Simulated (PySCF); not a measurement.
## Dipole moment and polarisability of `COC[P@@H](=O)C1CC1`

C₅H₁₁O₂P.
Geometry (GFN2-xTB, Å), atoms numbered from 1 in this order:
```
atom  x, y, z in Å
C1     2.6345   -1.2659    0.0097
O2     1.3962   -0.6919    0.3521
C3     1.3862    0.7030    0.2238
P4    -0.2836    1.3426    0.6576
O5    -0.3041    2.8042    0.7556
C6    -1.4558    0.6235   -0.5158
C7    -1.6919   -0.8548   -0.4811
C8    -2.7326    0.0681    0.0524
H9     2.8956   -1.0485   -1.0329
H10    2.5274   -2.3406    0.1415
H11    3.4364   -0.8950    0.6591
H12    2.1191    1.1849    0.8931
H13    1.6224    1.0250   -0.8057
H14   -0.5637    0.6571    1.8385
H15   -1.4977    1.1538   -1.4608
H16   -1.8788   -1.3576   -1.4180
H17   -1.1047   -1.4303    0.2181
H18   -3.6426    0.2101   -0.5112
H19   -2.8722    0.1215    1.1233
```

Level: PBE0/def2-SVPD (PySCF), static field, nuclei fixed, core orbitals frozen in the response. The polarisability tensor in these axes (au):

```
x   99.40 -1.48  0.75
y   -1.48 90.86  4.10
z    0.75  4.10 75.36
```

Q: What are the eigenvalues, a third of the trace, and Δα (Δα² = ½Σ(αi − αj)² over the three pairs)?

A: Principal values 74.30, 91.67 and 99.65 au; mean 88.54 au = 13.12 Å³ = 14.60 × 10⁻⁴⁰ C²·m²/J; Δα = 22.45 au (25 % of the mean).

Q: What is the dipole moment, and where does it point?

A: (0.96, -4.07, -1.39) D, 4.41 D in size, pointing from the negative to the positive side. Measured along this direction, the outermost atoms are O5 at the negative end and H10 at the positive end.

Q: Form Σ f/ω² (atomic units) for the 6 lowest TDDFT singlets, given as eV and f, and set it beside the mean polarisability, which is this sum over all singlets: 6.86, 0.0083; 6.98, 0.0079; 7.15, 0.0093; 7.25, 0.0244; 7.41, 0.0151; 7.57, 0.0008.

A: They add up to 0.94 au, 1.1 % of the 88.54 au; the largest single term is 0.34 au, from the state at 7.25 eV. Terms in order: 0.13, 0.12, 0.13, 0.34, 0.20, 0.01 au. Higher excitations give the rest. The strengths listed sum to 0.066.

Q: What depolarisation ratio follows for Rayleigh scattering of linearly polarised light, taking the static tensor?

A: ρ = 3Δα²/(45ᾱ² + 4Δα²) = 1512.5/(352761 + 2016.6) = 0.00426.

Q: In a dilute gas of rigid molecules at 400 K, how does the orientational term μ²/3kT compare with the electronic polarisability?

A: In Gaussian units μ²/3kT = 117.49 Å³ against 13.12 Å³, a ratio of 8.96; the Debye molar polarisation (4π/3)N_A(α + μ²/3kT) is 329.5 cm³/mol, leaving out the vibrational part.

Q: What are the principal values of the traceless quadrupole moment, Θ = ½Σq(3rr − r²1), about the centre of nuclear charge?

A: -18.64, 4.80, 13.83 D·Å. The values depend on the origin, since the dipole doesn't vanish. The electronic extent ⟨r²⟩ about the same centre is 1372 bohr², a root-mean-square distance of 2.31 Å for the 72 electrons.

Q: Give the principal axes and the span of the nuclei along them.

A: Largest value along (0.99, -0.17, 0.00), where the nuclei span 7.17 Å; middle along (0.16, 0.96, 0.25), 4.77 Å; least along (-0.04, -0.24, 0.97), 3.28 Å. The response follows the extents in order.

Geometry: GFN2-xTB, one conformer, isolated molecule.
